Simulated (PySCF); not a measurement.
Cd(Cl)(Me) (CH₃CdCl), SMILES [Cd]([Cl])[CH3]. Atoms are numbered in the order given.

```xyz
6

Cd     0.0000     0.0000     0.2602
Cl     0.0000     0.0000    -2.0556
C      0.0000     0.0000     2.3755
H      0.8898     0.5137     2.7337
H      0.0000    -1.0275     2.7337
H     -0.8898     0.5137     2.7337
```
Charge 0, spin multiplicity 1.

Coordinates come from a B3LYP-D3(BJ)/def2-TZVP optimisation. The def2 effective core potentials stand for the cores of Cd; spin–orbit coupling is left out.

The numbers are results of PySCF with CAM-B3LYP/def2-TZVPD, not measurements.

Computed frontier levels, gap, dipole moment and polarisability:
* **highest occupied level**: -9.58 eV
* **lowest empty level**: -0.23 eV
* **orbital gap**: 9.35 eV
* **dipole moment**: 3.32 D
* **quadrupole, principal values (traceless, Buckingham form, about the centre of nuclear charge)**: -9.51, 4.75, 4.75 D·Å
* **mean static polarisability**: 60.0 bohr³ (8.89 Å³)
* **polarisability, principal values**: 46.5, 46.5, 86.9 bohr³
